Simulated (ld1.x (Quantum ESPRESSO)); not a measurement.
**PBE PAW dataset for oxygen, scalar-relativistic all-electron reference.**

```
Element                 : oxygen (O)
Generator               : ld1.x (Quantum ESPRESSO) 7.5
Type                    : PAW
Functional              : PBE
Relativity              : scalar-relativistic
Frozen core             : [He]
Valence charge          : 6
Reference configuration : 2s2 2p3 (charge +1)
Partial waves           : 2s (bound): rcut 0.80, rcutus 1.05 bohr; 2s channel at -1.85 Ry: rcut 0.80, rcutus 1.05 bohr; 2p (bound): rcut 1.60, rcutus 2.15 bohr; 2p channel at 2.15 Ry: rcut 1.60, rcutus 2.15 bohr
Local potential         : all-electron potential smoothed inside 1.00 bohr (lloc = -1)
Core correction         : Bessel-smoothed model core, default radius (core density twice the valence density)
Augmentation charge     : PSQ, inside the norm-conserving radii
```

Results:

- Cutoffs needed: 25 Ry and 45 Ry (the cutoffs (Ry, on a coarse ladder) from which the occupation-weighted sum of valence levels, in a spherical-Bessel basis at the reference potential, stays within 10 and 1 mRy of its value at 400 Ry)
- Ghost test: no extra level below or beside the all-electron valence levels (s, p, d, f tested) (spherical-Bessel basis up to 400 Ry, 20 bohr box)
- Largest excitation error: -24 meV (all-electron minus pseudo) for 2s2 2p1, out of 7 test configurations
- Lowest eigenvalue of the overlap operator: 0.56 (s channel)
- Density cutoff estimated by the generator: 281 Ry

Generation and tests took about 2.1 s on one core of a shared server CPU.
